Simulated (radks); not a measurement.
Isoelectronic series with 13 electrons, all held in the configuration [Ne] 3s2 3p1, which need not be the ground one along the series. Method: non-relativistic Kohn-Sham, TPSS, spin-polarised, spherical densities, point nucleus; open shells are filled with parallel spins first; meta-GGA in the generalised Kohn-Sham scheme; computed with a radial shooting solver on a logarithmic mesh with Libxc functionals. Total energies (hartree) and orbital eigenvalues (eV) (* marks an orbital that is empty in some or all of the ions):

ion    E (hartree)   3p down*      3p up    3s down      3s up
Al      -242.38050    -2.2309    -3.0082    -7.2493    -8.1830
P2+     -340.17027   -23.4232   -24.9232   -33.1079   -34.7546
S3+     -395.61069   -39.2440   -41.0492   -51.1971   -53.1532
Cl4+    -455.40218   -58.3156   -60.4109   -72.5144   -74.7657
Ar5+    -519.53997   -80.5657   -82.9417   -96.9949   -99.5318
K6+     -588.02095  -105.9509  -108.6014  -124.5995  -127.4151
Ca7+    -660.84297  -134.4430  -137.3637  -155.3029  -158.3922
Sc8+    -738.00446  -166.0228  -169.2104  -189.0878  -192.4470
Ti9+    -819.50429  -200.6767  -204.1290  -225.9421  -229.5680
V10+    -905.34158  -238.3949  -242.1100  -265.8567  -269.7470
Cr11+   -995.51565  -279.1699  -283.1463  -308.8250  -312.9776
Mn12+  -1090.02597  -322.9960  -327.2327  -354.8417  -359.2551
Fe13+  -1188.87212  -369.8687  -374.3647  -403.9030  -408.5756
Co14+  -1292.05375  -419.7846  -424.5391  -456.0056  -460.9362
Ni15+  -1399.57057  -472.7407  -477.7532  -511.1468  -516.3346
Cu16+  -1511.42236  -528.7349  -534.0048  -569.3247  -574.7687

Estimate the row of Si+.

Answer. E (hartree) -289.08873; 3p down* -10.9860; 3p up -12.1538; 3s down -18.3670; 3s up -19.6807.
